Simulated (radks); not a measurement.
Pd IV, 43 electrons, occupied as [Ar] 3d10 4s1.5 4p6 4d7 5s0.5 (fractional occupations, a model configuration). All-electron calculation, scalar-relativistic Kohn-Sham, PBEsol, spin-polarised, spherical densities, finite nucleus; open shells are filled with parallel spins first (spin-orbit coupling, left out, can overturn this in heavy ions); Fermi nuclear charge, rms radius 4.5318 fm. Program: a radial shooting solver on a logarithmic mesh with Libxc functionals.

Radial electron density D(r) = 4 pi r^2 rho(r):

| r (bohr) | D(r) (e/bohr) | spin D(r) |
|---|---|---|
| 0.003913 | 11.49 | 0.0112 |
| 0.004519 | 14.25 | 0.0138 |
| 0.005219 | 17.53 | 0.0169 |
| 0.006027 | 21.34 | 0.0203 |
| 0.00696 | 25.69 | 0.0242 |
| 0.007975 | 30.25 | 0.0280 |
| 0.00921 | 35.43 | 0.0321 |
| 0.01064 | 40.80 | 0.0358 |
| 0.01228 | 46.08 | 0.0388 |
| 0.01419 | 50.91 | 0.0404 |
| 0.01625 | 54.69 | 0.0401 |
| 0.01877 | 57.47 | 0.0374 |
| 0.02168 | 58.70 | 0.0318 |
| 0.02503 | 58.27 | 0.0237 |
| 0.02891 | 56.41 | 0.0141 |
| 0.03312 | 53.91 | 0.00575 |
| 0.03825 | 51.44 | 0.00101 |
| 0.04418 | 50.32 | 0.00472 |
| 0.05102 | 51.59 | 0.0212 |
| 0.05892 | 55.64 | 0.0530 |
| 0.06751 | 61.49 | 0.0967 |
| 0.07796 | 68.17 | 0.153 |
| 0.09004 | 72.97 | 0.213 |
| 0.104 | 73.64 | 0.271 |
| 0.1201 | 69.38 | 0.330 |
| 0.1387 | 61.58 | 0.405 |
| 0.1589 | 53.96 | 0.509 |
| 0.1835 | 49.23 | 0.659 |
| 0.2119 | 49.82 | 0.820 |
| 0.2448 | 54.31 | 0.913 |
| 0.2827 | 58.36 | 0.844 |
| 0.3238 | 57.63 | 0.599 |
| 0.374 | 50.24 | 0.237 |
| 0.4319 | 38.14 | -0.00619 |
| 0.4988 | 26.04 | 0.120 |
| 0.5761 | 18.09 | 0.731 |
| 0.66 | 15.44 | 1.64 |
| 0.7622 | 15.89 | 2.62 |
| 0.8803 | 16.64 | 3.28 |
| 1.017 | 15.67 | 3.40 |
| 1.174 | 12.82 | 3.06 |
| 1.345 | 9.385 | 2.51 |
| 1.553 | 6.025 | 1.87 |
| 1.794 | 3.523 | 1.31 |
| 2.072 | 1.914 | 0.861 |
| 2.393 | 0.9725 | 0.527 |
| 2.763 | 0.4569 | 0.291 |
| 3.166 | 0.2030 | 0.147 |
| 3.656 | 0.07471 | 0.0602 |
| 4.223 | 0.02267 | 0.0198 |
| 4.877 | 0.005356 | 0.00492 |
| 5.632 | 0.0009304 | 0.000885 |
| 6.453 | 0.0001279 | 0.000124 |

D(r) has 4 maxima, at r = 0.0224, 0.0991, 0.299, 0.887 bohr, and minima at 0.0442, 0.194, 0.681 bohr, inside which lie 2.00, 11.15, 29.07 electrons.
